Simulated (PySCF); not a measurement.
Geometry:
```json
{"atom": "C1", "x (Å)": "3.357", "y (Å)": "0.053", "z (Å)": "0.820"}
{"atom": "C2", "x (Å)": "2.058", "y (Å)": "-0.170", "z (Å)": "0.686"}
{"atom": "Si3", "x (Å)": "0.966", "y (Å)": "0.675", "z (Å)": "-0.599"}
{"atom": "N4", "x (Å)": "-0.691", "y (Å)": "0.156", "z (Å)": "-0.372"}
{"atom": "C5", "x (Å)": "-1.297", "y (Å)": "-0.917", "z (Å)": "-0.968"}
{"atom": "C6", "x (Å)": "-2.585", "y (Å)": "-1.012", "z (Å)": "-0.536"}
{"atom": "C7", "x (Å)": "-2.791", "y (Å)": "0.052", "z (Å)": "0.373"}
{"atom": "C8", "x (Å)": "-1.619", "y (Å)": "0.739", "z (Å)": "0.449"}
{"atom": "H9", "x (Å)": "3.962", "y (Å)": "-0.446", "z (Å)": "1.563"}
{"atom": "H10", "x (Å)": "3.878", "y (Å)": "0.753", "z (Å)": "0.187"}
{"atom": "H11", "x (Å)": "1.590", "y (Å)": "-0.886", "z (Å)": "1.355"}
{"atom": "H12", "x (Å)": "0.961", "y (Å)": "2.130", "z (Å)": "-0.439"}
{"atom": "H13", "x (Å)": "1.328", "y (Å)": "0.281", "z (Å)": "-1.962"}
{"atom": "H14", "x (Å)": "-0.753", "y (Å)": "-1.529", "z (Å)": "-1.659"}
{"atom": "H15", "x (Å)": "-3.307", "y (Å)": "-1.748", "z (Å)": "-0.830"}
{"atom": "H16", "x (Å)": "-3.700", "y (Å)": "0.274", "z (Å)": "0.899"}
{"atom": "H17", "x (Å)": "-1.362", "y (Å)": "1.607", "z (Å)": "1.024"}
```

Level of theory: GFN2-xTB structure, σ from GIAO-PBE0/pcSseg-1, in PySCF 2.14 (in vacuum, one averaged value for each set of equivalent atoms, relativity neglected, one conformer).

Chemical shifts δ = σref − σ; ¹³C (σref 186.93), ¹H (σref 31.72), ²⁹Si (σref 349.16) vs TMS; ¹⁵N (σref 267.73) vs NH3, all at this level.

| atoms | nucleus | count | Hirshfeld charge | δ (ppm) |
| --- | --- | --- | --- | --- |
| H15/H16 | ¹H | 2 | 0.05 | ? |
| H11 | ¹H | 1 | 0.05 | 6.35 |
| H10 | ¹H | 1 | 0.05 | ? |
| H9 | ¹H | 1 | 0.05 | 6.54 |
| C1 | ¹³C | 1 | -0.08 | 143.7 |
| C6/C7 | ¹³C | 2 | -0.10 | 117.9 |
| H12/H13 | ¹H | 2 | -0.07 | ? |
| H14/H17 | ¹H | 2 | 0.05 | 6.75 |
| Si3 | ²⁹Si | 1 | 0.40 | -38.0 |
| C2 | ¹³C | 1 | -0.14 | ? |
| C5/C8 | ¹³C | 2 | -0.04 | 127.7 |
| N4 | ¹⁵N | 1 | -0.11 | 173.1 |

Complete the table.

## Answers


- C2: 142.6 ppm, alkene CH; the olefinic region
- H15/H16: 6.63 ppm, hydrogen on an aromatic CH; the ring current deshields protons in the ring plane
- H10: 6.09 ppm, hydrogen on a terminal =CH2 carbon; a vinylic proton, deshielded by the sp2 carbon and the C=C anisotropy
- H12/H13: 5.40 ppm, hydrogen on a silicon bonded to C, N

Shifts are as computed. Against solution values, carbons near 30 ppm lie about +3 ppm off and those near 130 ppm about +5 ppm. Of 1211 compounds with measured shifts, 218 miss one by over three times the rms of a fit or turn the order of signals round; such compounds aren't used in these exercises. Experimental scales use liquid or dissolved standards, which lie at an offset from isolated NH3 (liquid NH3: subtract about 20 ppm). Unscaled 15N shifts of sp2 nitrogen come out 20 to 40 ppm too high even then.
